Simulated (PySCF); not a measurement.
Species: C5H5Cl3Si.
InChI=1S/C5H5Cl3Si/c6-5(7,8)4-1-2-9-3-4/h1-3H,9H2

Torsions of this conformer, `[Cl:1][C:2]([Cl:3])([Cl:4])[C:5]1=[CH:6][SiH2:7][CH:8]=[CH:9]1`: Cl1–C2–C5–C6 120°.

The closed-shell ground state was solved at several levels (PySCF, density fitting, gas phase, non-relativistic). Isolated species at its PBE0-D3(BJ)/def2-SVP geometry, gas phase.

```tsv
level	basis functions	total energy (Eh)	HOMO (eV)	LUMO (eV)	gap (eV)	dipole (D)
B3LYP/pcSseg-1	206	-1863.5579	-7.11	-2.20	4.91	1.81
PBE0/def2-SVPD	245	-1862.1461	-7.38	-2.08	5.30	1.70
```

Q: What might PBE0/pcSseg-1 (206 basis functions) give for the same quantities?

A: Total energy -1862.6826 Eh, HOMO -7.38 eV, LUMO -2.07 eV, gap 5.31 eV, dipole 1.88 D.

Q: How far do the dipole and the HOMO energy spread over the levels?

A: The dipole runs from 1.70 to 1.88 D (mean 1.79 D) and the HOMO from -7.38 to -7.11 eV.
